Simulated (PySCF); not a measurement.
Species: C5H8F3PSi.
Atom-mapped SMILES: `[F:1][C:2]([F:3])([F:4])[P:5]1[CH2:6][CH2:7][CH:8]=[C:9]1[SiH3:10]` (hydrogens: H11, H12 on C6; H13, H14 on C7; H15 on C8; H16, H17, H18 on Si10)

The same species was optimised twice, with GFN2-xTB and with PBE0-D3(BJ)/def2-SVP (PySCF), and the same property calculations (PySCF, gas phase) were run on both structures.

```
     coordinate  GFN2-xTB  PBE0-D3(BJ)/def2-SVP  change
    C9–Si10 (Å)     1.887                 1.870  -0.017
      C8=C9 (Å)     1.332                 1.347  +0.015
      P5–C9 (Å)     1.831                 1.840  +0.009
      C2–P5 (Å)     1.900                 1.893  -0.007
      F1–C2 (Å)     1.344                 1.339  -0.005
      C7–C8 (Å)     1.494                 1.500  +0.006
      C2–F4 (Å)     1.341                 1.336  -0.005
      C2–F3 (Å)     1.344                 1.340  -0.004
      C6–C7 (Å)     1.536                 1.533  -0.003
      P5–C6 (Å)     1.864                 1.865  +0.001
 P5–C9–Si10 (°)     121.0                 123.8    +2.8
   C2–P5–C9 (°)      94.5                  97.1    +2.6
 C8–C9–Si10 (°)     127.3                 124.8    -2.5
   C2–P5–C6 (°)      96.4                  98.0    +1.6
   F1–C2–F4 (°)     106.9                 108.0    +1.1
   F4–C2–P5 (°)     111.3                 110.2    -1.1
   F1–C2–F3 (°)     106.1                 106.8    +0.7
   F3–C2–F4 (°)     106.5                 107.1    +0.6
F1–C2–P5–C6 (°)        75                    76      +1
```

Rotational constants: A = 1260, B = 903.2, C = 669.3 MHz (GFN2-xTB) against A = 1271, B = 880.0, C = 655.4 MHz (PBE0-D3(BJ)/def2-SVP). Point groups within 0.08 Å: C1 and C1.

On the GFN2-xTB structure: HOMO (eV) -7.30 [PBE0/pcSseg-1]; LUMO (eV) -0.85 [PBE0/pcSseg-1]; dipole (D) 2.99 [PBE0/pcSseg-1]; GIAO shielding of F1/F3/F4 (mean) (ppm) 247.2 [PBE0/pcSseg-1]; GIAO shielding of C2 (ppm) 43.3 [PBE0/pcSseg-1]; GIAO shielding of P5 (ppm) 300.3 [PBE0/pcSseg-1]; GIAO shielding of C6 (ppm) 160.9 [PBE0/pcSseg-1]; GIAO shielding of C7 (ppm) 143.2 [PBE0/pcSseg-1]; GIAO shielding of C8 (ppm) 15.9 [PBE0/pcSseg-1]; GIAO shielding of C9 (ppm) 51.0 [PBE0/pcSseg-1]; GIAO shielding of Si10 (ppm) 423.7 [PBE0/pcSseg-1].

Task: What do these properties become on the PBE0-D3(BJ)/def2-SVP structure?

Result: 
```json
{"property": "HOMO (eV)", "level": "PBE0/pcSseg-1", "on GFN2-xTB": "-7.30", "on PBE0-D3(BJ)/def2-SVP": "-7.25", "change": "+0.05"}
{"property": "LUMO (eV)", "level": "PBE0/pcSseg-1", "on GFN2-xTB": "-0.85", "on PBE0-D3(BJ)/def2-SVP": "-0.99", "change": "-0.14"}
{"property": "dipole (D)", "level": "PBE0/pcSseg-1", "on GFN2-xTB": "2.99", "on PBE0-D3(BJ)/def2-SVP": "3.07", "change": "+0.08"}
{"property": "energy, GFN2-xTB geometry as zero (kcal/mol)", "level": "PBE0/pcSseg-1", "on GFN2-xTB": "0.0", "on PBE0-D3(BJ)/def2-SVP": "-1.4", "change": "-1.4"}
{"property": "GIAO shielding of F1/F3/F4 (mean) (ppm)", "level": "PBE0/pcSseg-1", "on GFN2-xTB": "247.2", "on PBE0-D3(BJ)/def2-SVP": "249.9", "change": "+2.7"}
{"property": "GIAO shielding of C2 (ppm)", "level": "PBE0/pcSseg-1", "on GFN2-xTB": "43.3", "on PBE0-D3(BJ)/def2-SVP": "45.1", "change": "+1.8"}
{"property": "GIAO shielding of P5 (ppm)", "level": "PBE0/pcSseg-1", "on GFN2-xTB": "300.3", "on PBE0-D3(BJ)/def2-SVP": "300.3", "change": "0.0"}
{"property": "GIAO shielding of C6 (ppm)", "level": "PBE0/pcSseg-1", "on GFN2-xTB": "160.9", "on PBE0-D3(BJ)/def2-SVP": "159.8", "change": "-1.1"}
{"property": "GIAO shielding of C7 (ppm)", "level": "PBE0/pcSseg-1", "on GFN2-xTB": "143.2", "on PBE0-D3(BJ)/def2-SVP": "142.3", "change": "-0.9"}
{"property": "GIAO shielding of C8 (ppm)", "level": "PBE0/pcSseg-1", "on GFN2-xTB": "15.9", "on PBE0-D3(BJ)/def2-SVP": "10.3", "change": "-5.6"}
{"property": "GIAO shielding of C9 (ppm)", "level": "PBE0/pcSseg-1", "on GFN2-xTB": "51.0", "on PBE0-D3(BJ)/def2-SVP": "49.2", "change": "-1.8"}
{"property": "GIAO shielding of Si10 (ppm)", "level": "PBE0/pcSseg-1", "on GFN2-xTB": "423.7", "on PBE0-D3(BJ)/def2-SVP": "421.1", "change": "-2.6"}
```

The heavy atoms differ by 0.041 Å rms after alignment. Among bonds between heavy atoms C9–Si10 changes most (-0.017 Å). Changes are differences of the printed values. Neither structure is proved a minimum here.
